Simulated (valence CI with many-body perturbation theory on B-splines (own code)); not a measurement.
The numbers below are computed, except where a source is named.
**Ladder of approximations for Tb58+**

Method: relativistic CI+MBPT: five valence electrons over a frozen Dirac-Fock core [He], a basis of 9 s, 9 p, 8 d, 6 f, 3 g, 1 h functions for each j, with the one-electron correlation potential Σ1 (screened to all orders), the two-electron term Σ2, the three-electron term Σ3, Breit, model QED; selected single and double excitations, second order for the rest (own B-spline code, finite nucleus).

No measured spectrum was set against this ion. As an estimate, large intervals hold to a few tenths of a per cent, small ones and those within an open d or f shell to about a per cent. Among the levels kept, up to 1200 cm⁻¹ of a level comes from second order outside the variational space, and about a tenth of that is noise between levels of different J, which matters for small intervals.

Each rung adds one term. CI alone is the Dirac-Coulomb CI over the frozen core; QED comes last and gives the full result, which names the levels. Energies are above (2s^2 2p1/2^2 2p3/2) J=3/2 on the same rung, in eV.

Levels are named by their leading jj configuration (3d3/2^4 stands for four electrons in 3d with j = 3/2), which in mixed levels can hold well under half, so a name can repeat and another be missing. Letters in brackets count levels of one name in rising energy.

```csv
Level,CI alone
(2s^2 2p1/2 2p3/2^2) J=3/2,769.1
(2s^2 2p1/2 2p3/2^2) J=5/2,798.1
(2s^2 2p1/2 2p3/2^2) J=1/2,832.0
(2s 2p1/2^2 2p3/2^2) J=5/2,1058.6
(2s 2p1/2^2 2p3/2^2) J=1/2,1140.7
(2s 2p1/2^2 2p3/2^2) J=3/2,1146.9
(2s^2 2p3/2^3) J=3/2,1605.2
(2s 2p1/2 2p3/2^3) J=3/2 [a],1847.7
(2s 2p1/2 2p3/2^3) J=5/2,1892.4
(2s 2p1/2 2p3/2^3) J=1/2,1937.2
(2s 2p1/2 2p3/2^3) J=3/2 [b],1950.8
(2p1/2^2 2p3/2^3) J=3/2,2263.4
(2s 2p3/2^4) J=1/2,2722.8
(2p1/2 2p3/2^4) J=1/2,3058.7
(2s^2 2p1/2^2 3s) J=1/2,6758.1
(2s^2 2p1/2^2 3p1/2) J=1/2,6844.2
```

(1) What do these energies become with core correlation, Breit and QED?

(2) How does the ionisation energy move along the ladder, and which term matters most?

Answers

(1) (2s^2 2p1/2 2p3/2^2) J=3/2 759.7 (-9.41); (2s^2 2p1/2 2p3/2^2) J=5/2 782.0 (-16.10); (2s^2 2p1/2 2p3/2^2) J=1/2 824.3 (-7.68); (2s 2p1/2^2 2p3/2^2) J=5/2 1043.8 (-14.84); (2s 2p1/2^2 2p3/2^2) J=1/2 1132.5 (-8.22); (2s 2p1/2^2 2p3/2^2) J=3/2 1134.0 (-12.93); (2s^2 2p3/2^3) J=3/2 1585.7 (-19.52); (2s 2p1/2 2p3/2^3) J=3/2 [a] 1827.1 (-20.56); (2s 2p1/2 2p3/2^3) J=5/2 1865.1 (-27.34); (2s 2p1/2 2p3/2^3) J=1/2 1916.5 (-20.70); (2s 2p1/2 2p3/2^3) J=3/2 [b] 1926.2 (-24.56); (2p1/2^2 2p3/2^3) J=3/2 2239.8 (-23.59); (2s 2p3/2^4) J=1/2 2693.3 (-29.52); (2p1/2 2p3/2^4) J=1/2 3025.4 (-33.38); (2s^2 2p1/2^2 3s) J=1/2 6754.2 (-3.98); (2s^2 2p1/2^2 3p1/2) J=1/2 6840.2 (-3.97).

(2) CI alone 12574, + Σ1 12575, + Σ2 12575, + Σ3 12575, + Breit 12565, + QED 12564 eV. The largest step is Breit, -10 eV. NIST lists 12563 ± 6 eV (theoretical).
